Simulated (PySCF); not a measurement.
# Energy of Kr(2+) (krypton, charge +2) between two integer charges

The 4p beta orbital of [Ar] 3d10 4s2 4p4 is emptied in steps (occupation f), with all orbitals relaxed, ending at [Ar] 3d10 4s2 4p3. Computed with PySCF 2.14 in x2c-TZVPall (6s5p4d1f, 48 functions), with scalar relativity by spin-free X2C-1e. The exact energy is a straight line in f; departures are measured from the line between the end points of the same method.

Q: Among UHF, LDA, PBE, PBE0, r2SCAN, LC-wPBE, BHandHLYP, wB97X, MN15, TPSS, which shows the largest delocalisation error (convex curve), and which is closest to linear?

A: Most convex: LDA (-1.404 eV at f = 0.4); closest to linear: UHF (0.185 eV).

```json
{"f": "1", "UHF (eV)": "0.000", "LDA (eV)": "0.000", "PBE (eV)": "0.000", "PBE0 (eV)": "0.000", "r2SCAN (eV)": "0.000", "LC-wPBE (eV)": "0.000", "BHandHLYP (eV)": "0.000", "wB97X (eV)": "0.000", "MN15 (eV)": "0.000", "TPSS (eV)": "0.000"}
{"f": "0.8", "UHF (eV)": "0.127", "LDA (eV)": "-0.937", "PBE (eV)": "-0.904", "PBE0 (eV)": "-0.650", "r2SCAN (eV)": "-0.844", "LC-wPBE (eV)": "-0.182", "BHandHLYP (eV)": "-0.421", "wB97X (eV)": "-0.274", "MN15 (eV)": "-0.494", "TPSS (eV)": "-0.878"}
{"f": "0.6", "UHF (eV)": "0.188", "LDA (eV)": "-1.405", "PBE (eV)": "-1.353", "PBE0 (eV)": "-0.971", "r2SCAN (eV)": "-1.250", "LC-wPBE (eV)": "-0.269", "BHandHLYP (eV)": "-0.634", "wB97X (eV)": "-0.421", "MN15 (eV)": "-0.734", "TPSS (eV)": "-1.311"}
{"f": "0.4", "UHF (eV)": "0.185", "LDA (eV)": "-1.404", "PBE (eV)": "-1.348", "PBE0 (eV)": "-0.966", "r2SCAN (eV)": "-1.227", "LC-wPBE (eV)": "-0.264", "BHandHLYP (eV)": "-0.639", "wB97X (eV)": "-0.434", "MN15 (eV)": "-0.728", "TPSS (eV)": "-1.302"}
{"f": "0.2", "UHF (eV)": "0.121", "LDA (eV)": "-0.935", "PBE (eV)": "-0.894", "PBE0 (eV)": "-0.640", "r2SCAN (eV)": "-0.796", "LC-wPBE (eV)": "-0.172", "BHandHLYP (eV)": "-0.430", "wB97X (eV)": "-0.302", "MN15 (eV)": "-0.483", "TPSS (eV)": "-0.860"}
{"f": "0", "UHF (eV)": "0.000", "LDA (eV)": "0.000", "PBE (eV)": "0.000", "PBE0 (eV)": "0.000", "r2SCAN (eV)": "0.000", "LC-wPBE (eV)": "0.000", "BHandHLYP (eV)": "0.000", "wB97X (eV)": "0.000", "MN15 (eV)": "0.000", "TPSS (eV)": "0.000"}
```

```
   method  E(f=0) − E(f=1) (eV)  −ε at f=1 (eV)  −ε at f=0.4 (eV)
      UHF                34.347          35.158            34.178
      LDA                35.841          29.991            37.019
      PBE                35.536          29.876            36.687
     PBE0                35.556          31.483            36.389
   r2SCAN                35.645          30.323            36.803
  LC-wPBE                35.724          34.575            35.969
BHandHLYP                35.566          32.945            36.073
    wB97X                35.704          34.018            35.989
     MN15                35.502          32.383            36.134
     TPSS                35.578          30.074            36.714
```

Reference removal energy between the ground levels: 35.838 ± 0.02 eV (measured; NIST Atomic Spectra Database, ionization energies). The calculation has no spin-orbit coupling. UHF lacks correlation.
